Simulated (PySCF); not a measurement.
**`c1ccc(N)c(C=O)c1`, C7H7NO**

Cartesian coordinates in Å; atom numbers follow the order of the lines, from 1:
```xyz
16

N    -1.1727   -1.7772    0.0305
C    -0.2332   -0.8111    0.0270
C     1.1468   -1.1169   -0.0046
C     2.0963   -0.1112   -0.0077
C     1.7313    1.2442    0.0203
C     0.3858    1.5602    0.0517
C    -0.6078    0.5657    0.0557
C    -2.0050    0.9693    0.0891
O    -2.9681    0.2211    0.0957
H    -0.9066   -2.7489    0.0076
H    -2.1485   -1.4885    0.0522
H     1.4560   -2.1652   -0.0266
H     3.1545   -0.3847   -0.0327
H     2.4927    2.0257    0.0174
H     0.0641    2.6062    0.0743
H    -2.1637    2.0767    0.1101
```

Method used: TDDFT CAM-B3LYP/aug-cc-pVDZ excited states, vertical, gas phase in PySCF. Geometry: PBE0-D3(BJ)/def2-SVP.

(1) How strongly do the lowest singlets absorb one photon, and two photons of half the energy?

## Answers

(1) δ for parallel linear polarisation; σ at the peak of a Lorentzian of half width 0.1 eV, single beam; Ω is circular over linear.
```
state  E (eV)      f  photon λ (nm)  δ (au)  σ (GM)     Ω                                main
   S1    3.95  0.110            628      59    0.34  1.03                      HOMO→LUMO 0.96
   S2    4.13  0.000            600    <0.1    0.00     –                    HOMO−2→LUMO 0.88
   S3    5.14  0.015            482     153    1.48  0.74  HOMO→LUMO+4 0.65, HOMO−1→LUMO 0.30
   S4    5.23  0.003            474    9.86    0.10  1.50                    HOMO→LUMO+1 0.85
   S5    5.65  0.001            439     110    1.29  1.50                    HOMO→LUMO+2 0.85
   S6    5.81  0.464            427    74.3    0.92  1.32  HOMO−1→LUMO 0.64, HOMO→LUMO+4 0.29
```

Among these, the strongest one-photon state is S6, the strongest two-photon state S3, with a dipole change of 0.2 D (relaxed, norm of the difference vector).
